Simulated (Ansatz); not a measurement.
Geometry optimisation, Ansatz, RKS B3LYP-D4/def2-SVP.

Input:

```yaml
crystal:
  periodic: [false, false, false]
  atoms:
    - { symbol: Ti, position_ang: [0.0, 0.0, 0.0] }
    - { symbol: "N", position_ang: [0.0, 0.0, 2.06] }
    - { symbol: H, position_ang: [-0.877, -0.2713, 2.59] }
    - { symbol: H, position_ang: [0.877, 0.2713, 2.59] }
    - { symbol: Cl, position_ang: [2.2349, 0.0, -0.7892] }
    - { symbol: Cl, position_ang: [-1.1163, 1.9339, -0.7892] }
    - { symbol: Cl, position_ang: [-1.1163, -1.9339, -0.7892] }
basis:
  gaussian: { orbitals: def2-SVP }
hamiltonian:
  xc: b3lyp
  dispersion: d4
relax:
  f_tol: 0.02
  max_steps: 40
output:
  orbitals: {}
```

Run as:

```bash
$ ansatz run input.yaml --threads 2 --pin off --max-ram 3072MiB --backend cpu --events-out ev --progress --plain --runs-dir out
```

Problem. Where does it end, and by what steps?

Solution. The forces met the threshold. After 5 steps the energy has fallen by 1.289 eV; Cl5 moved furthest, 0.24 Å.

```csv
step,energy less start (eV),largest force component (eV/Å),accepted
0,0.0000,2.813,yes
1,-1.2339,0.665,yes
2,-1.2865,0.158,yes
3,-1.2891,0.058,yes
4,-1.2891,0.026,no
5,-1.2892,0.017,yes
```

```xyz
7
Properties=species:S:1:pos:R:3
Ti 0.008 -0.008 0.029
N 0.015 -0.019 1.863
H -0.793 -0.260 2.435
H 0.813 0.258 2.434
Cl 2.103 0.028 -0.595
Cl -1.051 1.789 -0.666
Cl -1.092 -1.787 -0.629
```

Whether the end is a true minimum wasn't checked by a vibrational analysis.

Time of the run: 31 s on 2 threads of Arm Neoverse V1, with other jobs on the host, peak memory 0.29 GiB.
